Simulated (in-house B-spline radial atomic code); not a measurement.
# Ir: [Xe] 4f14 5d7 6s2

All numbers are computed (Dirac-Kohn-Sham B97-1, spherical fractional occupations; Fermi nucleus of rms radius 5.4032 fm) with a radial B-spline atomic code at the basis-set limit, not measured.

Effective charges: Z_r = [3n² - l(l+1)]/(2<r>) from the radius, Z_e = n√(-2ε) from the energy, and Slater's rules. Values are occupation-weighted means over j. An effective charge above Z reflects the relativistic contraction of the inner shells.

```csv
shell,electrons,ε (eV),<r> (bohr),Z_r,Z_e,Slater
1s,2,-76110,0.01744,86.00,74.79,76.70
2s,2,-13338,0.07296,82.23,62.62,72.85
2p,6,-11688,0.06573,76.07,58.62,72.85
3s,2,-3133.6,0.1899,71.09,45.53,65.75
3p,6,-2642.1,0.1903,65.69,41.81,65.75
3d,10,-2054.6,0.1733,60.58,36.87,55.85
4s,2,-675.61,0.4233,56.70,28.19,49.25
4p,6,-512,0.4491,51.21,24.54,49.25
4d,10,-298.64,0.4786,43.87,18.74,37.85
5s,2,-102,0.9811,38.22,13.69,19.35
4f,14,-66.724,0.5346,33.67,8.86,26.45
5p,6,-58.579,1.133,32.22,10.37,19.35
5d,7,-7.7215,1.719,20.07,3.77,6.90
6s,2,-6.8759,2.921,18.48,4.27,3.90
```

The least bound orbital is 6s1/2 at -6.876 eV, and it is also the most diffuse (<r> = 2.921 bohr). The part-filled 5d shell lies below the filled 6s shell in orbital energy.

Spin-orbit splittings of the orbital energies (j = l + 1/2 above j = l - 1/2 when positive): 2p 1628 eV, 3p 357.4 eV, 3d 77.12 eV, 4p 84.89 eV, 4d 15.82 eV, 4f 3.166 eV, 5p 13.8 eV, 5d 1.238 eV.

For the 1s electron the small component carries 8.5 % of the norm, the zero-frequency Breit interaction raises the level by 277.9 eV, self-energy by 176.1 eV, and vacuum polarisation lowers it by 34.85 eV.

The density falls to 0.001 bohr⁻³ at 4.543 bohr; Σ<r²> = 65.491 bohr² gives, by the non-relativistic formula and without the paramagnetism of open shells, a Langevin diamagnetic susceptibility of -51.87×10⁻⁶ cm³/mol.

Caution: exact exchange at fractional occupations of open shells leaves self-interaction of up to several eV.
